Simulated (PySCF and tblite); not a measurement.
Values are calculated unless marked as measured or tabulated.
C₈H₁₆Si, numbered as in [CH2:1]=[C:2]1[CH2:3][C@@H:4]([CH3:5])[CH2:6][C@H:7]([SiH3:8])[CH2:9]1.

Geometries GFN2-xTB; weights from PBE0-D3(BJ)/pcSseg-1 energies and GFN2-xTB thermal corrections, with symmetry numbers and mirror pairs. Conformers within 2.5 kcal/mol (GFN2-xTB free energy) were kept, 4 at most. Programs: PySCF with density fitting and tblite.

The 6-ring runs over atoms 2–3–4–6–7–9.

```json
{"conformer": "1", "shape": "6-ring chair (Si8 axial)", "symmetry": "C1", "dipole D": "0.87"}
{"conformer": "2", "shape": "6-ring chair (C5 axial)", "symmetry": "C1", "dipole D": "0.64"}
```

Task: Which of these conformers is the most populated at 298.15 K, and with what share?

Result: Conformer 2, about 66 %. The lead over the next is within the error of the method.

Task: Give the DFT energies and free energies relative to the lowest, and all weights.

Result: 
| conformer | shape | E(DFT) kcal/mol | G(298.15 K) kcal/mol | weight % |
| --- | --- | --- | --- | --- |
| 1 | 6-ring chair (Si8 axial) | 0.28 | 0.39 | 34.3 |
| 2 | 6-ring chair (C5 axial) | 0.00 | 0.00 | 65.7 |

Task: How does its share change from 250 K to 350 K?

Result: From 67 % to 65 %; the mixing entropy goes from 1.26 to 1.29 cal/(mol K).
